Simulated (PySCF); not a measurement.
C4H12Si.
SMILES: `C[Si](C)(C)C`

Theory: PBE0-D3(BJ)/def2-SVP geometry optimisation, gas phase (PySCF 2.14.0).

Take the most abundant isotopes and a rigid rotor. 

Problem. Give the principal moments of inertia and the rotational constants in MHz.

Solution. Ia = 164.02, Ib = 164.17, Ic = 164.19 u·Å²; 505379 MHz·u·Å²/I gives A = 3081, B = 3078, C = 3078 MHz.

Problem. What kind of rotor is it?

Solution. A spherical top, as the point group Td requires three equal moments; the computed ones differ by 0.10 % because the geometry is symmetric only within the optimiser's tolerance.

The point group Td allows no dipole (computed: 0.00 D), so a rigid rotor has no electric-dipole lines.

Problem. Estimate the classical rotational partition function at 10 K, 25 K and 100 K.

Solution. Point group Td, symmetry number σ = 12; q = (√π/σ)·√((kT/h)³/(ABC)), k/h = 20836.6 MHz/K: 82.2 at 10 K, 325 at 25 K, 2600 at 100 K.

Not checked by PBE0-D3(BJ)/def2-SVP frequencies. Zero-point vibration and centrifugal distortion are left out.
